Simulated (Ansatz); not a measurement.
Ansatz (a quantum-chemistry and plane-wave program) input (HF/STO-3G):

Ansatz 0.2 input:
```yaml
crystal:
  periodic: [false, false, false]
  atoms:
    - {symbol: Te, position_ang: [-0.02127900, 0.09549400, -1.39893000]}
    - {symbol: Te, position_ang: [0.01114200, -0.06379300, 1.36869600]}
    - {symbol: H, position_ang: [0.52712700, -1.64845400, 1.57217900]}
basis:
  gaussian:
    orbitals: STO-3G
hamiltonian:
  xc: {name: HF}
total_charge: -1
relax: {f_tol: 0.003, max_steps: 120}
```

Output:

```
Functional definition: HF
integrals: 0.01 GiB planned
616 factors; integrals over basis functions are off by at most 4.1e-6 eV
mean field: 0.20 GiB planned
mean field evaluation 1: about -356326.5969 eV, gradient 1.0e1 eV
mean field evaluation 2: about -356326.6073 eV, gradient 1.0e1 eV
mean field evaluation 4: about -356327.5171 eV, gradient 3.3e-1 eV
mean field evaluation 8: about -356327.5177 eV, gradient 1.6e-5 eV
mean field -356327.51772475 eV, -13094.7947489183 hartree, gradient 1.6e-5 eV, S^2 0.000000; 0 other end points of the search recorded, 0 dependent functions left out
the calculation of the forces begins
reference -356327.51772475 eV, -13094.7947489183 hartree; 53, 53 occupied and 2, 2 virtual orbitals, 616 factors
relax step   1: F+E_penalty+E_count = -356327.51772475 eV  Δ(F+E_penalty+E_count) = +0.000e0 eV  max|allowed force component| = 1.135e0 eV/Å  Δτ_max = 0.0000 Å  (19 SCF iters, accepted)
these checks for a lower state are left out or cut short: starts, cluster_reference, orbital_swaps, neighbouring_geometries, increment
integrals: 0.01 GiB planned
616 factors; integrals over basis functions are off by at most 4.5e-6 eV
mean field: 0.20 GiB planned
mean field evaluation 16: about -356327.5203 eV, gradient 2.7e-5 eV
mean field -356327.52034772 eV, -13094.7948453107 hartree, gradient 2.7e-5 eV, S^2 0.000000; 0 other end points of the search recorded, 0 dependent functions left out
the calculation of the forces begins
reference -356327.52034772 eV, -13094.7948453107 hartree; 53, 53 occupied and 2, 2 virtual orbitals, 616 factors
relax step   2: F+E_penalty+E_count = -356327.52034772 eV  Δ(F+E_penalty+E_count) = -2.623e-3 eV  max|allowed force component| = 1.237e0 eV/Å  Δτ_max = 0.1217 Å  (25 SCF iters, accepted)
these checks for a lower state are left out or cut short: starts, cluster_reference, orbital_swaps, neighbouring_geometries, increment
integrals: 0.01 GiB planned
616 factors; integrals over basis functions are off by at most 4.1e-6 eV
mean field: 0.20 GiB planned
mean field -356327.55830344 eV, -13094.7962401576 hartree, gradient 3.6e-5 eV, S^2 0.000000; 0 other end points of the search recorded, 0 dependent functions left out
the calculation of the forces begins
reference -356327.55830344 eV, -13094.7962401576 hartree; 53, 53 occupied and 2, 2 virtual orbitals, 616 factors
relax step   3: F+E_penalty+E_count = -356327.55830344 eV  Δ(F+E_penalty+E_count) = -3.796e-2 eV  max|allowed force component| = 1.205e-1 eV/Å  Δτ_max = 0.0526 Å  (19 SCF iters, accepted)
these checks for a lower state are left out or cut short: starts, cluster_reference, orbital_swaps, neighbouring_geometries, increment
integrals: 0.01 GiB planned
616 factors; integrals over basis functions are off by at most 4.1e-6 eV
mean field: 0.20 GiB planned
mean field -356327.55853716 eV, -13094.7962487468 hartree, gradient 2.7e-5 eV, S^2 0.000000; 0 other end points of the search recorded, 0 dependent functions left out
the calculation of the forces begins
reference -356327.55853716 eV, -13094.7962487468 hartree; 53, 53 occupied and 2, 2 virtual orbitals, 616 factors
relax step   4: F+E_penalty+E_count = -356327.55853716 eV  Δ(F+E_penalty+E_count) = -2.337e-4 eV  max|allowed force component| = 6.114e-2 eV/Å  Δτ_max = 0.0141 Å  (20 SCF iters, accepted)
these checks for a lower state are left out or cut short: starts, cluster_reference, orbital_swaps, neighbouring_geometries, increment
integrals: 0.01 GiB planned
616 factors; integrals over basis functions are off by at most 4.1e-6 eV
mean field: 0.20 GiB planned
mean field evaluation 32: about -356327.5588 eV, gradient 7.5e-6 eV
mean field -356327.55880542 eV, -13094.7962586051 hartree, gradient 2.6e-5 eV, S^2 0.000000; 0 other end points of the search recorded, 0 dependent functions left out
the calculation of the forces begins
reference -356327.55880542 eV, -13094.7962586051 hartree; 53, 53 occupied and 2, 2 virtual orbitals, 616 factors
relax step   5: F+E_penalty+E_count = -356327.55880542 eV  Δ(F+E_penalty+E_count) = -2.683e-4 eV  max|allowed force component| = 8.702e-4 eV/Å  Δτ_max = 0.0064 Å  (20 SCF iters, accepted)
integrals: 0.01 GiB planned
616 factors; integrals over basis functions are off by at most 4.1e-6 eV
mean field: 0.20 GiB planned
mean field -356327.55880542 eV, -13094.7962586051 hartree, gradient 2.6e-5 eV, S^2 0.000000; 1 other end points of the search recorded, 0 dependent functions left out
the calculation of the forces begins
reference -356327.55880542 eV, -13094.7962586051 hartree; 53, 53 occupied and 2, 2 virtual orbitals, 616 factors
Total energy: -356327.55880542 eV, -13094.7962586051 hartree
Atom 0 at    -0.012979     0.069563    -1.375371 Å, force     0.000047    -0.000136    -0.000400 eV/Å
Atom 1 at     0.014574    -0.074818     1.392393 Å, force     0.000234    -0.000734     0.000754 eV/Å
Atom 2 at     0.515394    -1.611498     1.524923 Å, force    -0.000282     0.000870    -0.000354 eV/Å
Dipole moment:     0.061489    -0.200978     0.584129 e Å
```

The dipole moment of an ion depends on the origin.

The geometry given is a B3LYP-D3(BJ)/def2-TZVP minimum.
